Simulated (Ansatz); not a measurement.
`C#C[TeH]` + H₂ → H₂Te + `C#C` at 700 K and 1 bar (hydrogenolysis of a Te–C bond).

Computed with Ansatz on PBE0-D4/def2-TZVP structures; ΔE is electronic, products minus reactants. CCSD(T)/CBS is the MP2 limit (def2-TZVPP, def2-QZVPP) plus CCSD(T) − MP2 in def2-TZVPP, frozen cores. This one scheme is used for every species. def2 core potentials past Kr. For Te outer-core shells are correlated without core-valence functions, which leaves a few kJ/mol of doubt a bond.

```csv
species,CCSD(T)/CBS energy (Eh),H − E (kJ/mol),S (J/(mol·K))
`C#C[TeH]`,-344.94570,108.9,350.5
H₂,-1.17544,46.8,155.3
H₂Te,-268.91024,57.2,261.6
`C#C`,-77.22717,102.1,244.4
```

H − E and S are ideal-gas, rigid-rotor, harmonic terms from PBE0-D4/def2-TZVP. The MP2-based limit puts H₂ 0.8 mEh under its directly extrapolated value; such offsets cancel only in part. 1 Eh = 2625.50 kJ/mol, R = 8.31446 J/(mol·K).

Task: By hand: ΔE, ΔH, ΔS and ΔG.

Result: ΔE = (-268.91024) + (-77.22717) − (-344.94570) − (-1.17544) = -0.01627 Eh = -42.7 kJ/mol. Δ(H − E) = 57.2 + 102.1 − 108.9 − 46.8 = 3.6, so ΔH = -39.1 kJ/mol. ΔS = 261.6 + 244.4 − 350.5 − 155.3 = 0.2 J/(mol·K). ΔG = -39.1 − 700 × (0.2)/1000 = -39.2 kJ/mol.

Task: By hand: the equilibrium constant, and the temperature at which ΔG would vanish if ΔH and ΔS stayed fixed.

Result: log₁₀ K = −ΔG/(RT ln 10) = 2.9. ΔH and −TΔS have one sign here, so there is no such temperature. One of them is within its doubt of zero, so this could turn.

The number of gas molecules stays the same, so ΔS is small and ΔH decides. A doubt of 5 kJ/mol in ΔE shifts log₁₀ K by 0.4 here. These are equilibria of isolated gas molecules and say nothing of rates. Largest T1 diagnostic: 0.013 (customary marks: 0.02 for closed shells, 0.045 for open ones).
